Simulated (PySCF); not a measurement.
CH4N, SMILES [CH2]N, multiplicity 2. Geometry optimised at PBE0-D3(BJ)/def2-TZVP. The isomer is the one that the SMILES or the coordinates give; other isomers of the formula were not compared.

Q: Give the equilibrium geometry at PBE0-D3(BJ)/def2-TZVP (PySCF confirms it by a frequency run) as bond lengths and angles, and its point group. (The exact figures need the calculation; the answer reports its results.)

A: point group Cs.
Atoms: C1 N2 H3 H4 H5 H6. Bonded distances (Å): C1–N2 1.386, C1–H3 1.082, C1–H4 1.082, N2–H5 1.008, N2–H6 1.008. Angles (°): N2–C1–H3 116.8, N2–C1–H4 116.8, H3–C1–H4 118.6, C1–N2–H5 115.5, C1–N2–H6 115.5, H5–N2–H6 111.4.
Charge 0, spin multiplicity 2.
